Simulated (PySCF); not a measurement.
C2H7ClGe, SMILES [CH3][GeH]([CH3])[Cl], PBE0/def2-SVP optimised geometry.

```
11

Ge    -0.88    -0.20     0.00
C     -1.63    -1.28    -1.43
C      1.07    -0.20     0.00
Cl    -1.51    -1.09     1.89
H     -1.45     1.23     0.00
H     -1.36    -0.86    -2.41
H     -2.73    -1.31    -1.34
H     -1.25    -2.31    -1.36
H      1.45     0.36     0.86
H      1.45     0.27    -0.92
H      1.44    -1.23     0.06
```

Density from PBE0/def2-TZVP (PySCF) at that geometry.

Minimum of the electron density along straight lines between bonded atoms, close to the bond critical point (lines longer than 1.1 times the sum of covalent radii, or with two minima, are not listed):

```tsv
bond	length / Å	ρ at the minimum / e bohr⁻³	∇²ρ there / e bohr⁻⁵	position (fraction from the first atom)
Ge1–C2	1.943	0.131	0.09	0.47
Ge1–C3	1.943	0.131	0.09	0.47
Ge1–Cl4	2.182	0.098	0.16	0.43
Ge1–H5	1.541	0.134	0.05	0.59
C2–H6	1.101	0.267	-0.88	0.64
C2–H7	1.099	0.269	-0.89	0.64
C2–H8	1.099	0.269	-0.89	0.64
C3–H9	1.099	0.269	-0.89	0.64
C3–H10	1.101	0.267	-0.88	0.64
C3–H11	1.099	0.269	-0.89	0.64
```
